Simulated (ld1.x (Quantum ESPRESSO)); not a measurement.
## What the settings do to the RRKJ potential of antimony (Sb)

Base potential:

antimony, norm-conserving RRKJ (Kleinman–Bylander form), made with ld1.x (Quantum ESPRESSO) 7.5 (LDA (PZ), scalar-relativistic). Core [Ar] 3d10, reference 4s2 4p6 4d10 5s2 5p3. Waves: 4s (bound): rc 1.10 bohr; 4d (bound): rc 0.95 bohr; 4p (bound): rc 1.20 bohr. Local part: the p channel. Core correction: Bessel-smoothed model core, default radius (core density twice the valence density).

Occupied shells without a wave of their own: 5p, 5s. They enter only through the test configuration that unscreens the potential, and ld1.x also counts them in the model core charge.

Cutoffs, loose and tight: the cutoffs (Ry, on a coarse ladder) from which the occupation-weighted sum of valence levels, in a spherical-Bessel basis at the reference potential, stays within 10 and 1 mRy of its value at 400 Ry. They do not see the model core or the augmentation charge, which bear on the density cutoff. Test errors are all-electron minus pseudo excitation energies from the reference, over the configurations 4s2 4p6 4d10 5s2 5p2; 4s2 4p6 4d10 5s2 5p1; 4s2 4p6 4d10 5s2 5p0; 4s2 4p6 4d9 5s2 5p4; 4s2 4p6 4d10 5s0 5p5; 4s2 4p5 4d10 5s2 5p3; 4s2 4p6 4d9 5s2 5p3 (two spin-polarised tests are not counted in the largest error). A dash means not determined; rows that change the core or the reference have their own tests.

With those shells counted twice in exchange and correlation these files are broken, and their errors move erratically; no question is asked of them.

Cutoffs are not given where the Bessel-basis levels miss the radial ones by over 6 mRy, ghosts where they miss by over 20 mRy; a channel whose overlap is not positive is not tested.

The default core radius of the base comes out at 0.51 bohr.

| change | outcome | cutoff, loose | cutoff, tight | bound ghosts | largest test error (meV) |
| --- | --- | --- | --- | --- | --- |
| base | generated, misses its reference levels by 0.49 eV | 200 Ry | 300 Ry | none | -2969 |
| reference 4s2 4p6 4d10 5s2 5p1.5 | generated, misses its reference levels by 0.55 eV | 200 Ry | 300 Ry | none | -2662 |
| local potential the d channel | generated, misses its reference levels by 0.20 eV | 140 Ry | 230 Ry | none | -1866 |
| functional PBE | failed: compute_chi: n is too large | – | – | – | – |
| core [Kr] 4d10, valence charge 5; reference 5s2 5p3; waves now 5s (bound): rc 2.05 bohr; 5p (bound): rc 2.15 bohr; core correction a·sin(br)/r model core, default radius (core density twice the valence density) | failed: compute_phi: phi has nodes before r_c | – | – | – | – |
| fully relativistic | generated, misses its reference levels by 5.88 eV | – | – | not determined | -2937 |
| wave 4p (bound): rc 1.20 bohr becomes 4p (bound): rc 1.38 bohr | generated, misses its reference levels by 0.74 eV | 180 Ry | 300 Ry | none | -4240 |
| type PAW; waves now 4s (bound): rcut 1.00, rcutus 1.10 bohr; 5s (bound): rcut 1.00, rcutus 1.10 bohr; 4p (bound): rcut 1.10, rcutus 1.20 bohr; 5p (bound): rcut 1.10, rcutus 1.20 bohr; 4d (bound): rcut 0.85, rcutus 0.95 bohr; 4d channel at -1.2 Ry: rcut 0.85, rcutus 0.95 bohr; local potential all-electron potential smoothed inside 0.90 bohr (lloc = -2); augmentation GAUSS, radius 0.85 bohr | failed: new_paw_hamiltonian: negative rho | – | – | – | – |
| all radii but the core radius scaled by about 0.87 (s 0.96, p 1.04, d 0.82 bohr) | failed: compute_phi: phi has nodes before r_c | – | – | – | – |
| wave 4s (bound): rc 1.10 bohr becomes 4s (bound): rc 0.94 bohr | failed: compute_phi: phi has nodes before r_c | – | – | – | – |
| core correction Bessel-smoothed model core inside 0.70 bohr | generated, misses its reference levels by 0.49 eV | 200 Ry | 300 Ry | none | -2969 |
